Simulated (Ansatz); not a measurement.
Mulliken charges of CH5Cl2InSe (`[CH3][In-]([Cl])([Cl])[SeH2+]`) from PBE/def2-TZVPP in Ansatz (PBE0-D4/def2-TZVP geometry).

```csv
atom,x (Å),y (Å),z (Å),charge (e)
C1,-1.477,-0.875,0.277,-0.533
In2,0.619,-0.833,-0.129,0.756
Cl3,2.217,-1.256,1.545,-0.394
Cl4,1.471,-1.224,-2.287,-0.394
Se5,1.498,1.924,-0.270,0.001
H6,-1.993,-1.350,-0.557,0.136
H7,-1.850,0.141,0.402,0.105
H8,-1.652,-1.438,1.192,0.136
H9,0.833,2.412,0.947,0.094
H10,0.416,2.446,-1.118,0.094
```

Problem. By hand: the dipole of these point charges (1 e Å = 4.8032 D).

Solution. Σ q r = (-0.769, 0.908, 0.159) e Å, of length 1.200 e Å = 5.76 D.

Problem. How does the dipole of the full density compare? (Best estimate.)

Solution. Ansatz gave: (-0.672, 0.884, 0.142) e Å, 5.38 D; the point charges give 1.07 times that, at 3° from its direction.

Point charges leave out the atoms' own dipoles, such as those of lone pairs, and Mulliken's split depends on the basis, so the close match here is no proof of good charges.
